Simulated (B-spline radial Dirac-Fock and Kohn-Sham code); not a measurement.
# Binding energies of Pm in different valence configurations

Model: relaxed Dirac-Fock hole states (ΔSCF) with Breit and QED corrections and a finite nucleus. Program: an atomic code on a B-spline grid. Electron correlation is not included.

Reference: the tabulated ground configuration [Xe] 4f5 6s2, with 2s 7437.5 eV, 2p1/2 7017.8 eV, 3p1/2 1478.0 eV, 3d5/2 1033.1 eV, 4s 345.4 eV, 4d3/2 135.2 eV, Kα1 38722.8 eV, Kβ1 43822.4 eV, Lα1 5431.2 eV, Lβ2 6333.3 eV.

Shifts from the reference in eV. A negative average energy means that the model, which has no correlation or term splitting, puts that configuration lower.

```csv
configuration,average energy,2s,2p1/2,3p1/2,3d5/2,4s,4d3/2,Kα1,Kβ1,Lα1,Lβ2
[Xe] 4f5 6s1 6p1,+1.52,+1.11,+1.13,+1.13,+1.13,+1.07,+1.12,-0.01,-0.02,0.00,0.00
[Xe] 4f7,+17.29,-13.26,-13.00,-14.83,-14.61,-14.30,-12.80,+1.18,+2.97,+1.51,-0.36
[Xe] 4f3 5d2 6s2,+4.87,+17.33,+16.96,+19.81,+19.50,+17.78,+15.49,-1.62,-4.39,-2.38,+1.76
[Xe] 4f4 6s2 6p1,+1.22,+12.06,+11.87,+13.18,+13.02,+12.30,+11.17,-0.88,-2.14,-1.06,+0.84
[Xe] 4f6 6s1,+7.27,-9.06,-8.90,-9.97,-9.84,-9.55,-8.61,+0.69,+1.74,+0.88,-0.39
[Xe] 4f4 5d1 6s2,-0.37,+8.25,+8.07,+9.41,+9.26,+8.57,+7.50,-0.75,-2.05,-1.11,+0.71
[Xe] 4f5 5d2,+3.79,-3.71,-3.67,-3.64,-3.62,-3.70,-3.61,+0.17,+0.12,-0.06,-0.07
[Xe] 4f5 5d1 6s1,+1.59,-2.19,-2.16,-2.14,-2.13,-2.19,-2.11,+0.08,+0.05,-0.04,-0.05
```

Values without a named source are computed, but for edge energies of neutral atoms, which are taken from tables.
